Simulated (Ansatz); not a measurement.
Geometry optimisation, UHF/def2-SVP in Ansatz.

Input file:

```yaml
crystal:
  periodic: [false, false, false]
  atoms:
    - { symbol: Sn, position_ang: [-0.255492, -0.00792, 0.058476] }
    - { symbol: H, position_ang: [-0.091986, 0.109055, 1.770351] }
    - { symbol: Cl, position_ang: [1.850156, -0.226196, -0.961969] }
    - { symbol: O, position_ang: [-1.142016, 1.562976, -0.655862] }
    - { symbol: H, position_ang: [-1.452495, 1.532744, -1.548937] }
    - { symbol: O, position_ang: [-1.29859, -1.530373, -0.567421] }
    - { symbol: H, position_ang: [-0.8536, -2.33677, -0.785327] }
    - { symbol: C, position_ang: [0.099052, 0.05013, 4.082716] }
    - { symbol: H, position_ang: [-0.474314, -0.860042, 4.192222] }
    - { symbol: H, position_ang: [1.179055, 0.002814, 4.063793] }
    - { symbol: H, position_ang: [-0.39227, 1.007082, 4.19016] }
magnetization:
  spin_polarized: true
  initial_magnetization: 1
basis:
  gaussian: { orbitals: def2-SVP }
hamiltonian:
  xc: hf
relax:
  f_tol: 0.03
  max_steps: 50
```

Command:

```bash
$ ansatz run input.yaml --threads 4 --pin off --max-ram 5120MiB --backend cpu --events-out ev --progress --plain --runs-dir out
```

Where does it end, and by what steps?

It converged. The force dipped under the threshold on the way, but the program's further checks kept it going. After 11 steps the energy has fallen by 0.131 eV; H9 moved furthest, 0.68 Å.

| step | energy less start (eV) | largest force component (eV/Å) | accepted |
| --- | --- | --- | --- |
| 0 | 0.0000 | 0.812 | yes |
| 1 | -0.0468 | 0.583 | yes |
| 2 | -0.1016 | 0.100 | yes |
| 3 | -0.1133 | 0.219 | yes |
| 4 | -0.1223 | 0.219 | yes |
| 5 | -0.1266 | 0.393 | yes |
| 6 | -0.1291 | 0.193 | yes |
| 7 | -0.1255 | 0.369 | no |
| 8 | -0.1288 | 0.260 | no |
| 9 | -0.1304 | 0.029 | yes |
| 10 | -0.1302 | 0.135 | no |
| 11 | -0.1308 | 0.021 | yes |

```xyz
11
Properties=species:S:1:pos:R:3
Sn -0.301 -0.044 -0.268
H -0.146 0.116 1.398
Cl 1.784 -0.283 -1.320
O -1.184 1.527 -0.989
H -1.496 1.503 -1.881
O -1.317 -1.613 -0.813
H -0.893 -2.252 -1.366
C 0.178 0.087 4.749
H -0.405 -0.816 4.863
H 1.256 0.029 4.700
H -0.310 1.050 4.765
```

Whether the end is a true minimum wasn't checked by a vibrational analysis.

Time of the run: 14 s on 4 threads of Intel(R) Xeon(R) 6975P-C (Granite Rapids), with other jobs on the host, peak memory 0.38 GiB.
